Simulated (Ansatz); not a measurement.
BH3NPS (`SP1BN1`), 7 atoms. Charge 0, multiplicity 1. All runs use 2 threads of an Intel Xeon 6975P-C on a shared host. Correlated methods freeze the cores. Open-shell runs search over several starts.

Q: Give the basis size and wall time and peak host memory of each of these runs in Ansatz. UKS ωB97M-V/def2-TZVPP energy of the cation; RKS PBE0-D4/def2-TZVP frequencies; RKS LC-ωPBE/def2-TZVPP energy; RKS PBE0-D4/def2-TZVP relaxation (9 steps); UKS PBE0-D4/def2-TZVPP energy of the cation; RKS revPBE-D4/def2-TZVPP energy; UKS B3LYP-D4/def2-TZVPP energy of the cation; UKS r2SCAN-D4/def2-TZVPP energy of the cation; RHF-CCSD(T)/def2-SVP energy; RKS PBE0-D4/def2-QZVPP energy; RKS ωB97M-V/def2-QZVPP energy; UKS PBE-D4/def2-TZVPP energy of the cation. (Estimate.)

A: The calculation gave: Other jobs shared the machine, so times are rough.

```csv
level,job,functions,wall time,peak host memory (GiB)
RKS revPBE-D4/def2-TZVPP,energy,188,2.2 s,0.23
RHF-CCSD(T)/def2-SVP,energy,79,2.5 s,0.36
RKS LC-ωPBE/def2-TZVPP,energy,188,2.7 s,0.36
RKS PBE0-D4/def2-QZVPP,energy,344,7.5 s,0.93
UKS PBE-D4/def2-TZVPP,energy of the cation,188,12 s,0.45
RKS ωB97M-V/def2-QZVPP,energy,344,16 s,1.1
UKS B3LYP-D4/def2-TZVPP,energy of the cation,188,19 s,0.55
UKS PBE0-D4/def2-TZVPP,energy of the cation,188,20 s,0.73
UKS r2SCAN-D4/def2-TZVPP,energy of the cation,188,25 s,0.52
RKS PBE0-D4/def2-TZVP,relaxation (9 steps),154,32 s,0.34
UKS ωB97M-V/def2-TZVPP,energy of the cation,188,49 s,0.95
RKS PBE0-D4/def2-TZVP,frequencies,154,86 s,0.36
```

B3LYP here is the variant with VWN-RPA as its local correlation; programs differ in this. LC-ωPBE has ω = 0.4 bohr⁻¹.
